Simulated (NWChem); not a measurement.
Species: C4H4N2; SMILES C1(=C)C=NC=N1

Results from NWChem. Pople sets run with spherical d functions. Coordinates come from a B3LYP/6-31G* (spherical d) optimisation. Level: B3LYP/6-31G* with SMD (1 M gas to 1 M solution), gas-phase geometry.

Q: Predict the results for solvent toluene. Quantities: solvation free energy (kcal/mol); cavity-dispersion-structure term (kcal/mol); dipole in solution (D).

A: solvation free energy (kcal/mol): -6.7
cavity-dispersion-structure term (kcal/mol): -2.2
dipole in solution (D): 3.10
